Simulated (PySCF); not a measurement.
Species: C₄H₂F₆O₃.
Atom-mapped SMILES: `[F:1][C:2]1([F:3])[O:4][CH2:5][O:6][C@@:7]([F:8])([C:9]([F:10])([F:11])[F:12])[O:13]1` (hydrogens: H14, H15 on C5)

The same species was optimised twice, with GFN2-xTB and with PBE0-D3(BJ)/def2-SVP (PySCF), and the same property calculations (PySCF, gas phase) were run on both structures.

```tsv
coordinate	GFN2-xTB	PBE0-D3(BJ)/def2-SVP	change
C7–F8 (Å)	1.375	1.356	-0.019
C7–C9 (Å)	1.555	1.542	-0.013
F1–C2 (Å)	1.355	1.343	-0.012
C5–O6 (Å)	1.413	1.402	-0.011
C2–F3 (Å)	1.323	1.313	-0.010
O4–C5 (Å)	1.409	1.401	-0.008
C2–O4 (Å)	1.350	1.358	+0.008
C9–F12 (Å)	1.328	1.323	-0.005
C9–F11 (Å)	1.328	1.324	-0.004
O6–C7 (Å)	1.359	1.361	+0.002
C9–F10 (Å)	1.325	1.323	-0.002
C7–O13 (Å)	1.381	1.381	0.000
C2–O13 (Å)	1.381	1.381	0.000
C2–O13–C7 (°)	114.7	117.2	+2.5
F1–C2–F3 (°)	106.3	108.5	+2.2
O4–C2–O13 (°)	114.7	113.0	-1.7
C7–C9–F10 (°)	111.5	109.8	-1.7
O6–C7–O13 (°)	114.4	113.3	-1.1
F11–C9–F12 (°)	108.0	109.0	+1.0
C7–C9–F11 (°)	110.6	109.6	-1.0
F10–C9–F12 (°)	108.3	109.2	+0.9
O6–C7–C9–F10 (°)	-177	-177	0
```

Rotational constants: A = 1496, B = 605.8, C = 570.9 MHz (GFN2-xTB) against A = 1493, B = 613.0, C = 578.0 MHz (PBE0-D3(BJ)/def2-SVP). Point groups within 0.08 Å: C1 and C1.

On the GFN2-xTB structure: HOMO (eV) -10.16 [PBE0/pcSseg-1]; LUMO (eV) 1.29 [PBE0/pcSseg-1]; dipole (D) 2.83 [PBE0/pcSseg-1]; GIAO shielding of F1 (ppm) 238.6 [PBE0/pcSseg-1]; GIAO shielding of C2 (ppm) 60.4 [PBE0/pcSseg-1]; GIAO shielding of F3 (ppm) 245.6 [PBE0/pcSseg-1]; GIAO shielding of O4 (ppm) 206.7 [PBE0/pcSseg-1]; GIAO shielding of C5 (ppm) 97.9 [PBE0/pcSseg-1]; GIAO shielding of O6 (ppm) 220.7 [PBE0/pcSseg-1]; GIAO shielding of C7 (ppm) 69.6 [PBE0/pcSseg-1]; GIAO shielding of F8 (ppm) 280.0 [PBE0/pcSseg-1].

What do these properties become on the PBE0-D3(BJ)/def2-SVP structure?

```json
{"property": "HOMO (eV)", "level": "PBE0/pcSseg-1", "on GFN2-xTB": "-10.16", "on PBE0-D3(BJ)/def2-SVP": "-10.05", "change": "+0.11"}
{"property": "LUMO (eV)", "level": "PBE0/pcSseg-1", "on GFN2-xTB": "1.29", "on PBE0-D3(BJ)/def2-SVP": "1.37", "change": "+0.08"}
{"property": "dipole (D)", "level": "PBE0/pcSseg-1", "on GFN2-xTB": "2.83", "on PBE0-D3(BJ)/def2-SVP": "2.65", "change": "-0.18"}
{"property": "energy, GFN2-xTB geometry as zero (kcal/mol)", "level": "PBE0/pcSseg-1", "on GFN2-xTB": "0.0", "on PBE0-D3(BJ)/def2-SVP": "-0.6", "change": "-0.6"}
{"property": "GIAO shielding of F1 (ppm)", "level": "PBE0/pcSseg-1", "on GFN2-xTB": "238.6", "on PBE0-D3(BJ)/def2-SVP": "246.8", "change": "+8.2"}
{"property": "GIAO shielding of C2 (ppm)", "level": "PBE0/pcSseg-1", "on GFN2-xTB": "60.4", "on PBE0-D3(BJ)/def2-SVP": "61.9", "change": "+1.5"}
{"property": "GIAO shielding of F3 (ppm)", "level": "PBE0/pcSseg-1", "on GFN2-xTB": "245.6", "on PBE0-D3(BJ)/def2-SVP": "252.1", "change": "+6.5"}
{"property": "GIAO shielding of O4 (ppm)", "level": "PBE0/pcSseg-1", "on GFN2-xTB": "206.7", "on PBE0-D3(BJ)/def2-SVP": "206.4", "change": "-0.3"}
{"property": "GIAO shielding of C5 (ppm)", "level": "PBE0/pcSseg-1", "on GFN2-xTB": "97.9", "on PBE0-D3(BJ)/def2-SVP": "99.3", "change": "+1.4"}
{"property": "GIAO shielding of O6 (ppm)", "level": "PBE0/pcSseg-1", "on GFN2-xTB": "220.7", "on PBE0-D3(BJ)/def2-SVP": "224.1", "change": "+3.4"}
{"property": "GIAO shielding of C7 (ppm)", "level": "PBE0/pcSseg-1", "on GFN2-xTB": "69.6", "on PBE0-D3(BJ)/def2-SVP": "71.7", "change": "+2.1"}
{"property": "GIAO shielding of F8 (ppm)", "level": "PBE0/pcSseg-1", "on GFN2-xTB": "280.0", "on PBE0-D3(BJ)/def2-SVP": "288.3", "change": "+8.3"}
```

The heavy atoms differ by 0.040 Å rms after alignment. Among bonds between heavy atoms C7–F8 changes most (-0.019 Å). Changes are differences of the printed values. Neither structure is proved a minimum here.
